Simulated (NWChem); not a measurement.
# Si₂H₅, doublet; SMILES [SiH3][SiH2]

Task: Give the equilibrium geometry at PBE0/def2-SVP, spin-unrestricted (NWChem) as an XYZ file, with the point group.

Result: point group Cs; any orientation.
```
7

Si     0.1183    -1.2234     0.0893
Si     0.0371     1.1068     0.0218
H      1.0663    -1.8380    -0.8912
H     -1.2177    -1.8911     0.0033
H     -0.8504     1.5951     1.1208
H      1.4146     1.6484     0.2301
H     -0.4876     1.6271    -1.2813
```
